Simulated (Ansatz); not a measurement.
A nudged elastic band was laid between two geometries of C₃H₉NSi (14 atoms, charge 0, multiplicity 1).

Method: RKS PBE0-D4/6-31G (Ansatz).

| Quantity | Value |
| --- | --- |
| movable images | 5 |
| climbing image | from the first iteration |
| spring | 5.0 eV/Å² |
| optimiser | lbfgs |
| start path | IDPP |
| force threshold | 0.05 eV/Å |
| iteration limit | 55 |
| end points | relaxed |

Image 0:

```xyz
14
Properties=species:S:1:pos:R:3
C -0.656 0.410 1.292
C 0.084 -0.143 0.097
Si 1.212 -1.629 0.291
C -0.058 0.430 -1.123
N -0.846 1.522 -1.401
H -1.745 0.418 1.127
H -0.479 -0.178 2.197
H -0.350 1.443 1.518
H 0.482 -2.850 0.801
H 2.336 -1.381 1.271
H 1.825 -1.973 -1.043
H 0.472 0.037 -1.987
H -0.912 1.890 -2.331
H -1.377 1.974 -0.679
```

Image 6:

```xyz
14
Properties=species:S:1:pos:R:3
C -0.930 0.596 1.480
C -0.196 0.129 0.247
Si 1.278 -1.008 0.538
C -0.609 0.528 -0.978
N -0.078 0.216 -2.207
H -1.771 1.250 1.216
H -1.339 -0.244 2.059
H -0.277 1.162 2.159
H 0.873 -2.259 1.279
H 2.343 -0.338 1.373
H 1.931 -1.443 -0.753
H -1.475 1.187 -1.044
H -0.486 0.578 -3.048
H 0.722 -0.385 -2.293
```

(1) Which bonds break or form, and what moves?

(2) Give the energies along the band, and the barrier.

The band took 55 iterations and about 18 core-minutes.

Results:

(1) No bond is made or broken. The dihedral Si3–C2–C4–N5 goes from -180 to 0°.

(2) The run ended unconverged. The highest image is number 3 of 0 to 6, 2.66 eV above the first end and 2.61 eV above the last; the last end lies 0.05 eV above the first. The band didn't meet its force threshold, so its energies are provisional: the largest band force was still 0.07 eV/Å, and over the last iterations the top stayed at 2.66 eV. Limits of this set-up: no polarisation functions.

```tsv
image	path coordinate (Å)	energy (eV)	dihedral Si3–C2–C4–N5 (°)
0	0.00	0.00	-180
1	1.15	0.22	-157
2	2.29	1.04	-130
3	3.43	2.66	-100
4	4.64	1.02	-56
5	5.86	0.24	-24
6	7.09	0.05	0
```

Time of the run: 18 min on 1 thread of Arm Neoverse V1 (shared host), peak memory 0.16 GiB.
